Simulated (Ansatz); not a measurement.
`[F][In]([Br])[Br]` and `[OH][In]([F])[Br]` differ in one atom or group.

Ansatz, PBE0-D4/def2-TZVP geometries, multiplicity 1. Each molecule was computed in one conformer, which needn't be the lowest.

Elements past krypton have def2 core potentials. Scalar relativity is left out up to krypton.

```tsv
property	`[F][In]([Br])[Br]`
HOMO–LUMO gap (PBE0/def2-TZVPP) / eV	5.94
size of the dipole moment (PBE/def2-TZVPP) / D	1.27
HOMO energy (ωB97M-V/def2-TZVPP) / eV	-11.19
LUMO energy (PBE0/def2-TZVPP) / eV	-3.05
HOMO energy (PBE0/def2-TZVPP) / eV	-8.99
ideal-gas entropy at 298 K and 1 bar (rigid rotor, harmonic PBE0-D4/def2-TZVP) / J/(mol·K)	362
```

Task: Give the same properties after the change, and the shifts. (Best estimate.)

Result: The calculation gave: 
```json
{"property": "HOMO–LUMO gap (PBE0/def2-TZVPP) / eV", "`[OH][In]([F])[Br]`": "6.23", "shift": "0.29"}
{"property": "size of the dipole moment (PBE/def2-TZVPP) / D", "`[OH][In]([F])[Br]`": "2.43", "shift": "1.16"}
{"property": "HOMO energy (ωB97M-V/def2-TZVPP) / eV", "`[OH][In]([F])[Br]`": "-11.18", "shift": "0.01"}
{"property": "LUMO energy (PBE0/def2-TZVPP) / eV", "`[OH][In]([F])[Br]`": "-2.71", "shift": "0.34"}
{"property": "HOMO energy (PBE0/def2-TZVPP) / eV", "`[OH][In]([F])[Br]`": "-8.94", "shift": "0.05"}
{"property": "ideal-gas entropy at 298 K and 1 bar (rigid rotor, harmonic PBE0-D4/def2-TZVP) / J/(mol·K)", "`[OH][In]([F])[Br]`": "353", "shift": "-9"}
```

With PBE0 the HOMO rises by 0.05 eV and the LUMO rises by 0.34 eV, so the gap widens by about 0.29 eV. PBE moves the HOMO by 0.08 eV and ωB97M-V by 0.01 eV. The zero-point energy changes by 32.6 kJ/mol with +3 modes. Dipoles are sizes alone; their direction can turn.

Spin–orbit coupling is left out; it splits and shifts lone-pair levels of the heavy atoms by tenths of an eV.
